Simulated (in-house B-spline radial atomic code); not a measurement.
## Removing one electron from Ta XXVIII (Ta27+)

Closed shell [Kr] 4d10. Computed with an all-electron radial atomic-structure program (B-spline basis): Koopmans values of Dirac-Hartree-Fock plus a diagonal self-energy, in second order or with its direct term screened (direct RPA, with the hole-particle interaction, or full time-dependent Hartree-Fock), linearised in energy; no-pair Dirac-Coulomb Hamiltonian, finite nucleus. Shifts add to the Koopmans value (the ΔSCF shift is orbital relaxation alone); the final value takes TDHF screening with Breit and QED.

Command:
```bash
python run_mb.py task.json out
```
Settings (nuclear radius in fm, box in bohr, cutoff in hartree):
```
basis_form          2
Z                   73
core_configuration  [Kr] 4d10
rms_radius          5.3507
mass_number         181
speed_of_light      137.036
box_radius          3.834
lmax                7
intervals           58
virtual_cutoff      21316.0
```

Run time, properties included: 92 s on 1 thread of Arm Neoverse N1 (shared host).

Energies in eV:

| subshell | Koopmans | ΔSCF shift | second order | direct RPA | hole-particle | TDHF | Breit + QED | final |
| --- | --- | --- | --- | --- | --- | --- | --- | --- |
| 4d5/2 | 1066.13 | -1.624 | ? | ? | ? | ? | ? | ? |
| 4d3/2 | 1081.65 | -1.724 | -0.134 | 0.163 | -0.003 | -0.006 | -0.656 | 1080.99 |

What does the self-energy do to 4d5/2?

It shifts the removal energy by -0.104 eV in second order, 0.194 with direct RPA, 0.030 with the hole-particle term and 0.029 with TDHF screening (quasi-particle weight 0.991); Breit and QED add -0.387 eV. The final value is 1065.77 eV, against 1064 ± 4 eV (NIST, tabulated theory).
